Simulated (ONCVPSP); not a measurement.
# Cd, ONCV: configuration errors across variants

```
Element                 : Cd
Generator               : ONCVPSP 4.0.1
Type                    : optimised norm-conserving Vanderbilt (ONCV)
Functional              : PBE
Relativity              : scalar-relativistic
Frozen core             : [Ar] 3d10
Valence charge          : 20
Reference configuration : 4s2 4p6 4d10 5s1 (charge +1)
Partial waves           : 4s+5s: rc 1.65 bohr, ncon 4, nbas 8, qcut 6.4 1/bohr, 3 projectors, debl 3.1 Ha; 4p: rc 1.10 bohr, ncon 3, nbas 6, qcut 8.7 1/bohr, 2 projectors, debl 2 Ha; 4d: rc 1.80 bohr, ncon 3, nbas 8, qcut 7.7 1/bohr, 2 projectors, debl 1.9 Ha
Local potential         : polynomial inside 1.05 bohr (lpopt 5, dvloc0 0 Ha)
Core correction         : Teter function, fcfact 4.25, rcfact 1.2
```

In the p channel the program set the typed energies aside and used -2.786, 0.250 Ha.

All-electron excitation energies from the reference (eV): (1) 4s2 4p6 4d10 5s2 -9.273; (2) 4s2 4p6 4d10 5s0 17.126; (3) 4s2 4p6 4d9 5s0 55.135; (4) 4s2 4p6 4d10 5s0 5p1 5.779.

2 further variants failed, have other tests or too few solved ones, and are left out.

Errors AE − PS in meV (a dash: test not solved or not reliable):

```csv
change,(1),(2),(3),(4),bound ghosts,GHOST(+) flags above zero
base,+0.9,-5.8,+3.5,-2.7,none,s
s: qcut 3.8,+0.8,-6.0,+2.2,-2.9,none,s
"local potential polynomial inside 0.70 bohr (lpopt 5, dvloc0 0 Ha)",+0.9,-5.7,+3.5,-2.7,none,"s, p"
core correction none,+1.4,-4.4,+4.2,-1.5,none,s
p: nbas 8,+0.9,-5.7,+3.5,-2.7,none,s
```

Problem. Give the same row for: d: qcut 10.6.

Solution. +0.7, -5.4, -6.9, -2.5; bound ghosts: none; GHOST(+) flags above zero: s.
